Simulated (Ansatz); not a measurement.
thiourea (CH4N2S), singlet, geometry from GFN2-xTB, atoms displaced at random by about 0.1 Å a coordinate; HF/6-31G* run with Ansatz (a program for electronic structure).

Here is a job for Ansatz.
Ansatz 0.2 input:
```yaml
crystal:
  periodic: [false, false, false]
  atoms:
    - {symbol: N, position_ang: [0.73816408, -1.13225290, -0.54549680]}
    - {symbol: C, position_ang: [0.04782757, -0.11159857, -0.15001824]}
    - {symbol: N, position_ang: [-1.33146552, -0.68398398, 0.23788933]}
    - {symbol: S, position_ang: [0.39932994, 1.36100612, -0.00691479]}
    - {symbol: H, position_ang: [0.54364198, -2.02788672, -0.53786948]}
    - {symbol: H, position_ang: [1.90475624, -0.78889168, -0.48958199]}
    - {symbol: H, position_ang: [-1.34874148, -1.59115954, -0.03244819]}
    - {symbol: H, position_ang: [-1.99830008, -0.05301369, 0.45531181]}
basis:
  gaussian:
    orbitals: 6-31G*
hamiltonian:
  xc: hf
relax: {f_tol: 0.1}
```

The log (banner, timings and long lists left out):

```
Functional definition: HF
798 factors; integrals over basis functions are off by at most 7.4e-4 eV
mean field evaluation 1: about -14868.7041 eV, gradient 3.3e1 eV
mean field evaluation 2: about -14868.7869 eV, gradient 3.3e1 eV
mean field evaluation 4: about -14871.4214 eV, gradient 3.6e0 eV
mean field evaluation 8: about -14871.4710 eV, gradient 1.5e-1 eV
mean field -14871.47115279 eV, -546.5164846199 hartree, gradient 2.4e-5 eV, S^2 0.000000; 0 other end points of the search recorded, 0 dependent functions left out
the calculation of the forces begins
reference -14871.47115279 eV, -546.5164846199 hartree; 20, 20 occupied and 52, 52 virtual orbitals, 798 factors
relax step   1: F+E_penalty+E_count = -14871.47115279 eV  Δ(F+E_penalty+E_count) = +0.000e0 eV  max|allowed force component| = 1.027e1 eV/Å  Δτ_max = 0.0000 Å  (35 SCF iters, accepted)
these checks for a lower state are left out or cut short: starts, cluster_reference, orbital_swaps, neighbouring_geometries, increment
798 factors; integrals over basis functions are off by at most 4.3e-4 eV
mean field evaluation 16: about -14873.5715 eV, gradient 2.3e-3 eV
mean field -14873.57150126 eV, -546.5936710025 hartree, gradient 2.8e-5 eV, S^2 0.000000; 0 other end points of the search recorded, 0 dependent functions left out
the calculation of the forces begins
reference -14873.57150126 eV, -546.5936710025 hartree; 20, 20 occupied and 52, 52 virtual orbitals, 798 factors
relax step   2: F+E_penalty+E_count = -14873.57150126 eV  Δ(F+E_penalty+E_count) = -2.100e0 eV  max|allowed force component| = 5.149e0 eV/Å  Δτ_max = 0.1921 Å  (33 SCF iters, accepted)
these checks for a lower state are left out or cut short: starts, cluster_reference, orbital_swaps, neighbouring_geometries, increment
798 factors; integrals over basis functions are off by at most 4.4e-4 eV
mean field -14874.10053396 eV, -546.6131125955 hartree, gradient 6.1e-5 eV, S^2 0.000000; 0 other end points of the search recorded, 0 dependent functions left out
the calculation of the forces begins
reference -14874.10053396 eV, -546.6131125955 hartree; 20, 20 occupied and 52, 52 virtual orbitals, 798 factors
relax step   3: F+E_penalty+E_count = -14874.10053396 eV  Δ(F+E_penalty+E_count) = -5.290e-1 eV  max|allowed force component| = 9.315e-1 eV/Å  Δτ_max = 0.2000 Å  (33 SCF iters, accepted)
these checks for a lower state are left out or cut short: starts, cluster_reference, orbital_swaps, neighbouring_geometries, increment
[...]
the calculation of the forces begins
reference -14874.19622704 eV, -546.6166292514 hartree; 20, 20 occupied and 52, 52 virtual orbitals, 798 factors
relax step   4: F+E_penalty+E_count = -14874.19622704 eV  Δ(F+E_penalty+E_count) = -9.569e-2 eV  max|allowed force component| = 2.400e-1 eV/Å  Δτ_max = 0.1449 Å  (33 SCF iters, accepted)
these checks for a lower state are left out or cut short: starts, cluster_reference, orbital_swaps, neighbouring_geometries, increment
798 factors; integrals over basis functions are off by at most 4.3e-4 eV
mean field -14874.19903190 eV, -546.6167323281 hartree, gradient 1.5e-5 eV, S^2 0.000000; 0 other end points of the search recorded, 0 dependent functions left out
the calculation of the forces begins
reference -14874.19903190 eV, -546.6167323281 hartree; 20, 20 occupied and 52, 52 virtual orbitals, 798 factors
relax step   5: F+E_penalty+E_count = -14874.19903190 eV  Δ(F+E_penalty+E_count) = -2.805e-3 eV  max|allowed force component| = 5.607e-2 eV/Å  Δτ_max = 0.0122 Å  (34 SCF iters, accepted)
798 factors; integrals over basis functions are off by at most 4.3e-4 eV
mean field -14874.19903190 eV, -546.6167323281 hartree, gradient 1.5e-5 eV, S^2 0.000000; 1 other end points of the search recorded, 0 dependent functions left out
the calculation of the forces begins
reference -14874.19903190 eV, -546.6167323281 hartree; 20, 20 occupied and 52, 52 virtual orbitals, 798 factors
Total energy: -14874.19903190 eV, -546.6167323281 hartree
Atom 0 at     0.862377    -1.110172    -0.512539 Å, force     0.002807     0.018902    -0.004561 eV/Å
Atom 1 at    -0.026434    -0.203573    -0.086432 Å, force    -0.002374     0.028559    -0.056074 eV/Å
Atom 2 at    -1.247071    -0.673298     0.206183 Å, force    -0.026503     0.047616     0.036655 eV/Å
Atom 3 at     0.361680     1.425309     0.063936 Å, force     0.006674    -0.009225     0.014356 eV/Å
Atom 4 at     0.704210    -2.088556    -0.420527 Å, force    -0.006466    -0.003955     0.001853 eV/Å
Atom 5 at     1.795728    -0.800275    -0.655928 Å, force     0.025206    -0.033039     0.006902 eV/Å
Atom 6 at    -1.547954    -1.576318    -0.085696 Å, force     0.022446    -0.007919    -0.000602 eV/Å
Atom 7 at    -1.947323    -0.000898     0.421875 Å, force    -0.021790    -0.040940     0.001470 eV/Å
Dipole moment:    -0.295135    -1.233007    -0.131834 e Å
```
